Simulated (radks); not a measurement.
The numbers below are computed, except where a source is named.
Q: The mean radii <r> (bohr) of the occupied orbitals of an atom or ion are listed with their occupations. Level of theory: non-relativistic Kohn-Sham, TPSS, spin-polarised, spherical densities, point nucleus; meta-GGA in the generalised Kohn-Sham scheme (a radial shooting solver on a logarithmic mesh with Libxc functionals).

orbital  occ.      <r>
1s up       1  0.07731
1s down     1  0.07730
2s up       1   0.3658
2s down     1   0.3658
2p up       3   0.3282
2p down     3   0.3282
3s up       1    1.127
3s down     1    1.131
3p up       3    1.204
3p down     2    1.211

Name the element and its charge. Open shells, if any, are filled with parallel spins first.

A: Z = 20, calcium, charge +3: Ca3+ in [Ne] 3s2 3p5. The 1s radius gives Z: for a bare nucleus <r> = 1.5/Z, 0.075 bohr for Z = 20, and screening makes it slightly larger (0.07731 here). The occupations add up to 17, and the charge is Z minus that.
